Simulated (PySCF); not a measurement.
## Electron correlation in Kr⁺ (krypton, charge +1)

[Ar] 3d10 4s2 4p5, 2P determinant. All numbers are calculated (PySCF 2.14, scalar relativity through the core potential, in aug-cc-pwCVTZ-PP with ECP10MDF (8s7p6d4f1g, 96 functions)). Frozen: 3s2 3p6 3d10; 7 electrons correlated.

```csv
level,correlation energy (mhartree)
CCSD,-165.43
(T),-4.59
CCSD(T),-170.02
```

Diagnostics: T1 = 0.0058, D1 = 0.0190, largest double amplitude 0.035.

Cost of the coupled-cluster step: roughly 23 core-seconds, for 7 correlated electrons.

Iterations:

```
CC2 = 0
CCSD nocc = (np.int64(4), np.int64(3)), nmo = (87, 87)
frozen orbitals [[0, 1, 2, 3, 4, 5, 6, 7, 8], [0, 1, 2, 3, 4, 5, 6, 7, 8]]
max_cycle = 100
direct = 0
conv_tol = 1e-08
conv_tol_normt = 1e-06
diis_space = 8
diis_start_cycle = 0
Init t2, MP2 energy = -0.14639048617948
Init E_corr(UCCSD) = -0.146390486181427
cycle = 1  E_corr(UCCSD) = -0.161252529232743  dE = -0.0148620431  norm(t1,t2) = 0.0338022
cycle = 2  E_corr(UCCSD) = -0.164277534346501  dE = -0.00302500511  norm(t1,t2) = 0.0102743
cycle = 3  E_corr(UCCSD) = -0.165477820272576  dE = -0.00120028593  norm(t1,t2) = 0.0039364
cycle = 4  E_corr(UCCSD) = -0.165435671178029  dE = 4.21490945e-05  norm(t1,t2) = 0.000449658
cycle = 5  E_corr(UCCSD) = -0.165432159804724  dE = 3.5113733e-06  norm(t1,t2) = 7.17291e-05
cycle = 6  E_corr(UCCSD) = -0.165433480465496  dE = -1.32066077e-06  norm(t1,t2) = 2.07685e-05
cycle = 7  E_corr(UCCSD) = -0.165433537500279  dE = -5.70347831e-08  norm(t1,t2) = 4.6408e-06
cycle = 8  E_corr(UCCSD) = -0.16543350356105  dE = 3.39392294e-08  norm(t1,t2) = 1.17565e-06
cycle = 9  E_corr(UCCSD) = -0.165433506046588  dE = -2.48553761e-09  norm(t1,t2) = 3.28185e-07
UCCSD converged
E(UCCSD) = -461.8841916510542  E_corr = -0.1654335060465875
UCCSD(T) correction = -0.00459086066606525
```
